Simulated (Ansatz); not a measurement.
The cluster Mg2S2⁻ was relaxed with PBE-D4 (def2-TZVPD) in Ansatz in these states: charge -1 doublet, charge -1 quartet. The geometries follow in no particular order.

A:

```xyz
4

Mg   -0.9459    0.5735    0.8403
Mg    0.9461   -0.5735   -0.8403
S    -0.4645   -1.7302    0.6580
S     0.4643    1.7301   -0.6581
```

B:

Cartesian coordinates in Å:
```
Mg -0.024 1.206 -1.154
Mg -0.542 -1.395 0.740
S 1.275 -0.796 -0.744
S -0.710 0.984 1.158
```

Task: Judge from the bond lengths which geometry belongs to which state (an estimate).

Result: A is the charge -1 doublet (Mg1–Mg2 2.778 Å, Mg1–S4 2.360 Å, Mg1–S3 2.360 Å); B is the charge -1 quartet (Mg1–Mg2 3.259 Å, Mg1–S4 2.421 Å, Mg1–S3 2.421 Å).

At PBE-D4/def2-TZVPD the highest occupied level of the charge -1 doublet lies above zero (up to 0.14 eV). By energy differences its removal costs 1.72 eV (vertical, to the charge 0 singlet, at PBE-D4/def2-TZVPD); a positive level beside a positive removal energy at the same level points to self-interaction error. At PBE-D4/def2-TZVPD the highest occupied level of the charge -1 quartet lies above zero (up to 0.31 eV). It is a level of α spin, whose loss leaves a triplet; that state wasn't run at this geometry and level. The electron is either unbound and held by the finite basis, or the level is raised by self-interaction error. At PBE0-D4/def2-TZVPD a doublet lies 1.68 eV below the charge -1 quartet. These are the stationary points nearest to one start from a short search; other shapes may lie lower in each state.
